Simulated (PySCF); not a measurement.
## Structure from NMR data

The spectra below were simulated for a compound C9H14Si.

1H NMR (400 MHz, computed): δ 6.69 (m, 1H), 5.01 (m, 1H), 4.87 (m, 1H), 4.83 (m, 1H), 2.24 (m, 1H), 2.15 (s, 3H), 1.92 (m, 1H), 1.51 (m, 1H), 1.38 (m, 1H), 1.31 (s, 3H).

13C{1H} NMR (computed): δ 157.3, 117.9, 110.5, 83.9, 41.3, 37.0, 21.7, 9.3, 6.1.

[PySCF: structure optimised with GFN2-xTB; PBE0/pcSseg-1 with gauge-including orbitals; a single conformation; gas phase; averaged over atoms made equivalent by symmetry, fast rotation or ring inversion; non-relativistic]

Scale: TMS for 1H (31.72 ppm), 13C (186.93 ppm) (reference shieldings calculated alike).

Problem. Which candidate is it?
A. CCC1=C[SiH2]C=C1C1CC1
B. C=C(C)C1=C[SiH2][C@H]2C[C@@H]1C2
C. C=C[C@@]1(C)CC[Si@H]1C#CC
D. CCc1cccc(C[SiH3])c1
E. C[Si](C)(C)c1ccccc1
F. C=C(C)[C@@H]1C[SiH2][C@H]1C#CC

Solution. C. 

- Rings plus π bonds: 4 (1 ring in the answer).
- 9 carbon signals for 9 carbons: no two carbons are equivalent.
- Carbon types of the structure: 3 × C, 1 × CH, 3 × CH2, 2 × CH3, leaving 1 H on heteroatoms.
- δC 157.3: alkene CH; as expected for a trigonal carbon in a double bond.
- δC 117.9, 83.9: alkyne carbon.
- δC 110.5: terminal =CH2 carbon; the olefinic region.
- δC 37.0: sp3 CH2 in a ring; a saturated carbon with 2 carbon neighbours and no heteroatom attached.
- δH 5.01, 4.83: hydrogen on a terminal =CH2 carbon; olefinic region.

The others: CCC1=C[SiH2]C=C1C1CC1 would give 8 carbon signals, not 9; CCc1cccc(C[SiH3])c1 would give 8 signals for carbon-bound and other non-exchanging H, not 10; C[Si](C)(C)c1ccccc1 would give 5 carbon signals, not 9; C=C(C)C1=C[SiH2][C@H]2C[C@@H]1C2 would give 8 carbon signals, not 9; C=C(C)[C@@H]1C[SiH2][C@H]1C#CC has carbons computed at 170.2, 114.4, 88.8, 85.6, 50.5, 30.2, 29.7, 16.7, 5.4, with a different DEPT pattern.

Shifts are as computed. Against solution values, carbons near 30 ppm lie about +3 ppm off and those near 130 ppm about +5 ppm. Of 1211 compounds with measured shifts, 218 miss one by over three times the rms of a fit or turn the order of signals round; such compounds aren't used in these exercises. No couplings were computed; multiplicities are counted from neighbouring protons, with m where these are inequivalent, close in shift, in a saturated or five-membered ring or joined by F or P, and br s for small geminal =CH2 splittings.
